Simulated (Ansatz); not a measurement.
A nudged elastic band was laid between two geometries of C3H6AlB (11 atoms, charge 0, multiplicity 1).

Theory: RHF/6-31G* in Ansatz 0.2.0.

* movable images: 7
* climbing image: yes
* spring: 5.0 eV/Å²
* optimiser: quadratic models (default)
* start path: through a guess of the saddle point
* force threshold: 0.05 eV/Å
* iteration limit: 60
* end points: relaxed

Initial state:

```xyz
11
Properties=species:S:1:pos:R:3
C -1.086 -2.377 0.437
C -0.421 -1.073 0.516
C 0.130 -0.007 0.583
B 0.820 1.340 0.609
Al 0.998 2.531 -1.204
H -0.445 -3.082 -0.081
H -2.013 -2.298 -0.122
H -1.305 -2.772 1.422
H 1.255 1.708 1.657
H 1.682 3.969 -1.195
H 0.450 2.005 -2.602
```

Final state:

```xyz
11
Properties=species:S:1:pos:R:3
C -0.954 -2.426 0.415
C -0.406 -1.069 0.499
C 0.048 0.039 0.581
B 0.620 1.444 0.632
Al 0.967 2.530 -1.195
H -0.148 -3.135 0.262
H -1.644 -2.518 -0.417
H -1.472 -2.697 1.329
H 0.855 1.891 1.713
H 2.359 2.430 -1.963
H -0.160 3.455 -1.835
```

(1) What changes between the two ends?

(2) What energy profile does the band end with?

(3) What is the geometry of the highest image?

Answers

(1) No bond is made or broken. The dihedral C3–B4–Al5–H10 goes from 178 to -90°.

(2) It converged. The highest image is number 1 of 0 to 8, 0.000 eV above the first end and 0.096 eV above the last; the last end lies 0.096 eV below the first. The top lies less than 8 meV above the higher end, about what the thresholds resolve: that end is a shoulder or a very shallow well. A vibrational analysis at the climbing image gives one clearly imaginary mode, 131i cm⁻¹: a first-order saddle point.

| image | path coordinate (Å) | energy (eV) | dihedral C3–B4–Al5–H10 (°) |
| --- | --- | --- | --- |
| 0 | 0.00 | 0.000 | 178 |
| 1 | 0.10 | 0.000 | -178 |
| 2 | 0.56 | -0.008 | -162 |
| 3 | 1.02 | -0.028 | -146 |
| 4 | 1.48 | -0.053 | -131 |
| 5 | 1.95 | -0.076 | -116 |
| 6 | 2.41 | -0.091 | -102 |
| 7 | 2.87 | -0.096 | -91 |
| 8 | 3.33 | -0.096 | -90 |

(3) 
```xyz
11
Properties=species:S:1:pos:R:3:forces:R:3
C -1.086 -2.375 0.435 0.01 -0.01 0.00
C -0.414 -1.075 0.517 0.00 -0.01 0.00
C 0.140 -0.011 0.585 -0.01 0.00 -0.01
B 0.818 1.342 0.613 0.00 0.00 -0.01
Al 1.002 2.528 -1.204 0.00 -0.01 0.01
H -0.458 -3.079 -0.101 0.00 0.00 0.00
H -2.021 -2.285 -0.108 0.00 0.00 0.00
H -1.293 -2.781 1.419 0.00 0.00 0.00
H 1.236 1.718 1.665 0.00 0.00 0.00
H 1.748 3.934 -1.215 0.01 0.01 0.00
H 0.393 2.028 -2.586 0.00 0.00 0.00
```

Time of the run: 2.4 min on 1 thread of Arm Neoverse V1 (shared host), peak memory 0.17 GiB.
